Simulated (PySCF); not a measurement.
**Correlation energy of Xe (xenon, neutral)**

[Xe], closed-shell 1S. All numbers are calculated (PySCF 2.14, scalar relativity through the core potential, in aug-cc-pVTZ-PP with ECP28MDF). Frozen: 4s2 4p6 4d10; 8 electrons correlated.

```tsv
level	correlation energy (mhartree)
CCSD	-164.44
(T)	-5.60
CCSD(T)	-170.04
```

Diagnostics: T1 = 0.0029, D1 = 0.0069, largest double amplitude 0.026.

Cost of the coupled-cluster step: roughly 1.3 core-seconds, for 8 correlated electrons.

Iterations:

```
CC2 = 0
CCSD nocc = 4, nmo = 46
frozen orbitals [0, 1, 2, 3, 4, 5, 6, 7, 8]
max_cycle = 100
direct = 0
conv_tol = 1e-08
conv_tol_normt = 1e-06
diis_space = 8
diis_start_cycle = 0
Init t2, MP2 energy = -328.448447565026  E_corr(MP2) -0.149778517946895
Init E_corr(CCSD) = -0.149778517949106
cycle = 1  E_corr(CCSD) = -0.16137599381976  dE = -0.0115974759  norm(t1,t2) = 0.0228544
cycle = 2  E_corr(CCSD) = -0.163783013066093  dE = -0.00240701925  norm(t1,t2) = 0.0059562
cycle = 3  E_corr(CCSD) = -0.164431227873977  dE = -0.000648214808  norm(t1,t2) = 0.0018211
cycle = 4  E_corr(CCSD) = -0.164455776461074  dE = -2.45485871e-05  norm(t1,t2) = 0.000292364
cycle = 5  E_corr(CCSD) = -0.16444090568365  dE = 1.48707774e-05  norm(t1,t2) = 8.29276e-05
cycle = 6  E_corr(CCSD) = -0.164440861988085  dE = 4.36955651e-08  norm(t1,t2) = 1.29661e-05
cycle = 7  E_corr(CCSD) = -0.16444120582876  dE = -3.43840675e-07  norm(t1,t2) = 2.95033e-06
cycle = 8  E_corr(CCSD) = -0.16444118462323  dE = 2.12055302e-08  norm(t1,t2) = 5.49339e-07
cycle = 9  E_corr(CCSD) = -0.16444117662979  dE = 7.99344024e-09  norm(t1,t2) = 5.46722e-08
CCSD converged
E(CCSD) = -328.4631102237094  E_corr = -0.1644411766297895
CCSD(T) correction = -0.00560252019488798
```
